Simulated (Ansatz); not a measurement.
The cluster ScAlN₂, relaxed as a singlet with RKS PBE0-D4/def2-TZVP in Ansatz, starting from the GFN1-xTB geometry. Force threshold 0.02 eV/Å.

The restricted singlet is unstable towards broken spin symmetry at other levels; at PBE0-D4/def2-TZVP this wasn't settled. The relaxation made no stability test and no search for a lower SCF solution. No other spin state of charge 0 was run. Another isomer (singlet) lies 0.77 eV lower at PBE0-D4/def2-TZVP; other spin states weren't run for this one.

Start:

Cartesian coordinates in Å:
```
Al 0.751 1.160 0.435
Sc -0.446 0.421 -1.901
N -0.428 -1.003 0.258
N 0.123 -0.577 1.208
```

```csv
step,energy (eV),largest force component (eV/Å),SCF passes
1,-30262.3870,2.482,137
2,-30262.8508,3.614,54
3,-30263.2526,3.110,47
4,-30263.5520,2.445,57
5,-30263.7208,0.711,77
6,-30263.7405,0.426,83
7,-30263.7502,0.315,47
8,-30263.7536,0.020,40
9 (rejected),-30263.7534,0.086,42
10,-30263.7538,0.023,44
11,-30263.7538,0.033,43
12,-30263.7539,0.016,42
```

Force components are those of the run's own axes.

End:

Cartesian coordinates in Å:
```
Al 0.8957 1.1397 0.6722
Sc -0.6013 0.0638 -1.8504
N -0.3096 -0.5091 0.0252
N 0.0152 -0.6945 1.1530
```

Bonds formed: Al1–N3 (atoms count from 1).

No frequencies were taken in this run, so the end may be a saddle point.

Run time 24 s (4 threads of Arm Neoverse V2 on a shared host).
